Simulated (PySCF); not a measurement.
**How methods differ on the ionisation energy of Au⁺**

Au⁺ [Xe] 4f14 5d10 (1S) → Au²⁺ [Xe] 4f14 5d9 (2D), as a difference of total energies. All numbers are calculated (PySCF 2.14, the spin-free X2C one-electron Hamiltonian (Gaussian nucleus), in ANO-RCC-VTZP). Correlated levels: valence: [Xe] 4f14 frozen. The calculations carry no spin-orbit coupling.

```json
{"method": "UHF", "ionisation energy (eV)": "18.923"}
{"method": "MP2 (valence)", "ionisation energy (eV)": "20.822"}
{"method": "SCS-MP2 (valence)", "ionisation energy (eV)": "20.648"}
{"method": "CCSD (valence)", "ionisation energy (eV)": "20.475"}
{"method": "CCSD(T) (valence)", "ionisation energy (eV)": "20.585"}
```

How much does correlation contribute at CCSD(T) (valence)?

20.585 − (18.923) = 1.662 eV, measured against UHF.

A first-order spin-orbit estimate (lowest level to lowest level, LS coupling) adds -0.683 eV.

Errors of the correlated levels include the incompleteness of this basis and the frozen core.

For comparison: 20.203 ± 0.025 eV (measured; NIST Atomic Spectra Database, ionization energies).
